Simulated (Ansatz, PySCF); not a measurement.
CH3FO3Si, SMILES C(=O)O[Si@@H](O)F.

Geometry optimised at PBE0-D3(BJ)/def2-SVP. The structure was generated by enumeration; whether it is a known compound was not checked. Other conformers were not sampled.

Vertical ionisation energy (IE) and electron affinity (EA) in eV. Rows of orbital energies are one-electron estimates. Where ΔSCF, EOM or ADC give a negative EA the extra electron is unbound and the value depends on the basis.

| level | IE | EA |
|---|---|---|
| −ε(HOMO), −ε(LUMO), HF/def2-TZVP (PySCF) | 13.28 | -3.48 |
| −ε(HOMO), −ε(LUMO), PBE/def2-TZVP (PySCF) | 7.30 | 1.95 |
| ΔSCF, PBE0/def2-SVPD (Ansatz), final states of multiplicity 2 and 2 | 11.50 | -1.16 |
| ΔSCF, PBE/def2-SVPD (Ansatz), final states of multiplicity 2 and 2 | … | … |

Task: Some entries are withheld; supply them. (Estimate from the structure and the level; the computed values follow.)

Result: 
- ΔSCF, PBE/def2-SVPD (Ansatz, an electronic-structure program), final states of multiplicity 2 and 2, IE: 11.05
- ΔSCF, PBE/def2-SVPD (Ansatz), final states of multiplicity 2 and 2, EA: -0.97

Task: What vertical singlet–triplet gap does ΔSCF give with PBE0/def2-SVPD (Ansatz) and with PBE/def2-SVPD (Ansatz)? (An estimate is asked for; the answer gives what the named calculation found.)

Result: 5.20 and 5.24 eV (triplet above singlet where positive).
